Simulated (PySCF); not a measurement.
Excitation energy of Bi by level of theory

Bi [Xe] 4f14 5d10 6s2 6p3 (4S) → Bi [Xe] 4f14 5d10 6s1 6p4 (4P), as a difference of total energies. All numbers are calculated (PySCF 2.14, scalar relativity by spin-free X2C-1e, in ANO-RCC-VTZP). Correlated levels: valence: [Xe] 4f14 5d10 frozen; valence and next inner shell: [Kr] 4d10 4f14 frozen. The calculations carry no spin-orbit coupling.

```tsv
method	excitation energy (cm⁻¹)
UHF	74660
LDA	80780
PBE	79575
PBE0	78842
r2SCAN	78771
MP2 (valence)	74455
SCS-MP2 (valence)	74384
MP2 (valence and next inner shell)	80188
SCS-MP2 (valence and next inner shell)	79118
```

Spin-orbit coupling is strong in these open shells (close to jj coupling). The scalar numbers leave it out and a first-order estimate fails, so it can dominate the gap to the real levels.

The upper state lies above the first ionisation limit, where it may autoionise and the basis confines it.
